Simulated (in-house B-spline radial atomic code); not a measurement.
The numbers below are computed, except where a source is named.
**Cu in an electron gas of r_s = 2.4: phase shifts, screening, friction and resistivity**

A nucleus sits in a uniform electron gas with a rigid positive background. The Kohn-Sham equations are solved self-consistently in the spin-unpolarised LDA (PW92), non-relativistic, on B-splines with outgoing waves at the boundary and partial waves to l = 8. The model has no lattice, no bands and no magnetic solution. Atomic units; δ_l are the phase shifts at the Fermi level, counted so that each bound state adds π, and good to about 0.0005.

The density parameter is r_s = 2.4 bohr, near that of the valence electrons of In (3 per atom, density 7.31 g/cm³, mass 114.82 u, which gives r_s = 2.41).

```tsv
l	δ_l (rad)
0	9.7009
1	6.7409
2	3.0966
3	0.0162
4	0.0030
5	0.0003
6	0.0001
7	-0.0001
8	0.0000
```

Bound levels below the band bottom (hartree): s -320.4, s -37.83, p -33.16, s -3.755, p -2.306.

Task: Check the Friedel sum rule, and say where the screening charge sits.

Result: k_F = (9π/4)^(1/3)/r_s = 0.79965. The rule is Z = (2/π) Σ (2l + 1) δ_l. The terms are s 6.176, p 12.874, d 9.857, f 0.072 and 0.019 beyond, in all 28.998 against Z = 29. Bound states hold 6 s, 12 p, 0 d electrons, so the scattering states carry 11.00 in all.

Task: Find the transport cross section and the electronic stopping of a 10 keV Cu ion (mass 63.55 u).

Result: σ_tr = (4π/k_F²) Σ (l + 1) sin²(δ_l − δ_(l+1)). The terms for l = 0 to 3 are 0.0326, 0.4643, 0.0112, 0.0007, all together 0.5088, so σ_tr = 19.652 × 0.5088 = 10.000 bohr². With n = 3/(4π r_s³) = 0.01727, the friction coefficient is Q = n k_F σ_tr = 0.1381. For v well below v_F = 0.800, dE/dx = Q v; with 24801 eV per u at v = 1, v = √(10000/(24801 × 63.55)) = 0.0797, so dE/dx = 0.01100 hartree/bohr = 5.66 eV/nm. The largest term couples the p and d waves.

Task: What residual resistivity would 1 atomic per cent of such centres give in In?

Result: Δρ = k_F n_i σ_tr/n in atomic units of 21.74 μΩ·cm. With one host atom per 3 electrons, n_i/n = 0.01/3, so Δρ = 0.7996 × 0.00333 × 10.000 × 21.74 = 0.58 μΩ·cm. This is an atom added to the gas, as on an interstitial site.

Task: On a substitutional site the background of one host ion, a sphere holding 3 charges, is taken out. The phase shifts for l = 0 to 4 become 9.1014, 5.9981, 2.8490, -0.0540, -0.0110. What follows?

Result: The Friedel sum is now 26.00, for Z − 3 = 26. The sum in σ_tr is 0.1770, so σ_tr = 3.48 bohr² and Δρ = 0.20 μΩ·cm per atomic per cent, 0.35 times the value above. A real host ion scatters too, so this model doesn't give zero even for the host's own atom.
